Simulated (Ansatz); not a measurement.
Isolated molecules relaxed with PBE0-D4/def2-TZVP in Ansatz; ΔE leaves out vibrations. CCSD(T)/CBS is the MP2 limit (def2-TZVPP, def2-QZVPP) plus CCSD(T) − MP2 in def2-TZVPP, frozen cores. This one scheme is used for every species, atoms too. No spin–orbit coupling; open shells (•) take unrestricted orbitals. Spin–orbit coupling would lower the free atoms: a little for B, C, Si; clearly for Br. Bonds to Br are less sure, by a few kJ/mol each and by 10 to 20 or more in all where they break to atoms, as the def2 sets lack core-valence functions. Scalar relativity is left out up to krypton.

`C[Si]1(Br)BC1` → B• + Br• + 2 C• + 6 H• + Si•  (atomization)

`C[Si]1(Br)BC1`:

```xyz
11

C    -0.586    0.547   -1.525
Si    0.494   -0.381   -0.327
Br    2.601   -0.147   -1.010
B     0.112   -1.349    1.246
C    -0.141    0.082    1.553
H    -0.478    0.095   -2.514
H    -0.287    1.594   -1.597
H    -1.634    0.483   -1.228
H     0.600   -2.206    1.906
H    -0.838    0.727    1.009
H     0.156    0.557    2.486
```

```tsv
level	ΔE (kJ/mol)
HF/def2-QZVPP	2975.9
CCSD/CBS(def2)	3903.0
```

(1) What does CCSD(T)/CBS give? (An estimate is asked.)

Largest T1 diagnostic among the species: 0.014.

Answers

(1) Computed: +3965.5 kJ/mol. The listed levels differ from it by -989.6, -62.5 kJ/mol.

The D4 term adds +42.8 kJ/mol with B3LYP and +22.6 kJ/mol with PBE0; it sums over pairs of atoms, weighted by their polarisabilities, and B3LYP, whose exchange is more repulsive, gets the larger term. From PBE to PBE0 (25 % exact exchange), in def2-TZVPP and without D4, ΔE moves by −42.9 kJ/mol: exact exchange takes away binding that semilocal exchange gives to molecules. In def2-TZVPP, CCSD(T) changes the Hartree–Fock value by +891.7 kJ/mol (the triples alone add +62.4 kJ/mol) and MP2 by +958.8 kJ/mol; breaking electron pairs costs correlation energy, which Hartree–Fock lacks.

B3LYP here is the variant with VWN-RPA as its local correlation; programs differ in this.

For atomizations the MP2-based limit and the directly extrapolated one differ by several kJ/mol either way, and by 10 to 25 for some Ge, Se and Sn compounds, so smaller differences from it don't rank the levels.
